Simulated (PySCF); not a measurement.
Compound: C7H15B.
SMILES: `CB1CCCC[C@H]1C`

Method: PySCF, TDDFT wB97X-D/def2-SVPD, vertical, gas phase, core orbitals frozen in the response. The structure is a single PBE0-D3(BJ)/def2-SVP conformer in the gas phase; no vibrational or solvent corrections.

What does the calculation give for the low-lying excited states?

| state | E (eV) | λ (nm) | f | main configurations (H = HOMO, L = LUMO) |
| --- | --- | --- | --- | --- |
| S1 | 5.83 | 212.7 | 0.0052 | H→L (89%) |
| S2 | 6.37 | 194.7 | 0.0019 | H-1→L (86%) |
| S3 | 7.48 | 165.7 | 0.0064 | H→L+1 (88%) |
| S4 | 7.91 | 156.7 | 0.013 | H-2→L (46%), H-1→L+1 (34%) |
| S5 | 7.98 | 155.4 | 0.0049 | H-1→L+1 (47%), H-2→L (38%) |
| S6 | 8.17 | 151.8 | 0.0015 | H-4→L (68%), H-3→L (10%) |
| S7 | 8.30 | 149.4 | 0.040 | H-3→L (76%), H-4→L (12%) |
| S8 | 8.33 | 148.9 | 0.014 | H→L+3 (47%), H→L+2 (38%) |
| S9 | 8.46 | 146.5 | 0.069 | H→L+2 (49%), H→L+3 (33%) |
| S10 | 8.51 | 145.7 | 0.0024 | H-5→L (58%), H→L+4 (19%) |

Triplets, Tamm–Dancoff:

| state | E (eV) | λ (nm) | main configurations (H = HOMO, L = LUMO) |
| --- | --- | --- | --- |
| T1 | 5.40 | 229.7 | H→L (86%) |
| T2 | 5.97 | 207.6 | H-1→L (80%) |
| T3 | 7.40 | 167.6 | H→L+1 (84%) |
| T4 | 7.74 | 160.3 | H-2→L (74%) |

The lowest singlet lies at 5.83 eV (213 nm, ultraviolet) and is weak; its leading configuration is HOMO→LUMO (89%). The strongest level in the table is S9 at 8.46 eV (146 nm, f = 0.069). Löwdin shares by element: HOMO carbon 41% or more, boron 20% (atoms not listed hold the other 39%); LUMO boron 38%, carbon 29% or more (atoms not listed hold the other 33%). Weighted by f, the mean energy of these states is 8.20 eV. The listed states span 2.68 eV, and the widest gap between neighbours is 1.11 eV (S2 to S3). Of the 10 states listed, 4 reach f = 0.01 and none stays under 0.0005. The vertical ionisation energy (ΔSCF) is 9.42 eV, 0.91 eV above S10. The window holds the lowest 10 singlets.
